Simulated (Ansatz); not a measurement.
FeMe2 (C2H6Fe). Total charge 0; quintet. Geometry PBE0-D4/def2-TZVP.

| atom | x (Å) | y (Å) | z (Å) |
| --- | --- | --- | --- |
| Fe1 | -0.0310 | 0.0390 | 0.1029 |
| C2 | -1.5586 | 0.9856 | -0.8374 |
| H3 | -1.3239 | 1.1704 | -1.8921 |
| H4 | -1.7856 | 1.9581 | -0.3850 |
| H5 | -2.4841 | 0.3978 | -0.8133 |
| C6 | 1.5559 | -0.9823 | 0.8464 |
| H7 | 1.3342 | -2.0506 | 0.9580 |
| H8 | 1.8642 | -0.6149 | 1.8322 |
| H9 | 2.4290 | -0.9030 | 0.1882 |

HSE06 is defined as in plane-wave codes, on full-range PBE exchange.

Estimate the α-spin orbital energies around the gap (eV) in Ansatz with PBE-D4/def2-TZVP, r2SCAN-D4/def2-TZVP, B97M-V/def2-TZVP, PBE0-D4/def2-TZVPD, HSE06-D4/def2-TZVP.


```tsv
orbital	PBE-D4/def2-TZVP	r2SCAN-D4/def2-TZVP	B97M-V/def2-TZVP	PBE0-D4/def2-TZVPD	HSE06-D4/def2-TZVP
HOMO−9	-9.47	-9.91	-9.97	-11.62	-11.20
HOMO−8	-9.11	-9.45	-9.50	-11.35	-10.93
HOMO−7	-9.10	-9.42	-9.46	-10.69	-10.27
HOMO−6	-8.81	-9.31	-9.40	-10.51	-10.09
HOMO−5	-7.76	-8.42	-8.45	-10.46	-10.04
HOMO−4	-7.52	-8.07	-8.20	-9.76	-9.34
HOMO−3	-7.52	-8.07	-8.19	-9.75	-9.34
HOMO−2	-6.74	-7.21	-7.57	-9.50	-9.08
HOMO−1	-6.39	-6.67	-6.65	-7.81	-7.39
HOMO	-5.54	-5.72	-5.79	-6.68	-6.27
LUMO	-0.49	-0.11	-0.56	-0.24	-0.25
LUMO+1	0.26	0.44	0.33	-0.17	0.73
LUMO+2	0.30	0.53	0.37	0.09	0.77
LUMO+3	1.33	2.19	1.51	0.86	1.78
LUMO+4	2.69	3.17	2.87	2.15	3.21
LUMO+5	2.76	3.49	2.94	2.18	3.23
β HOMO	-4.81	-5.03	-5.34	-6.68	-6.27
β LUMO	-4.26	-3.77	-3.93	-2.60	-2.99
```
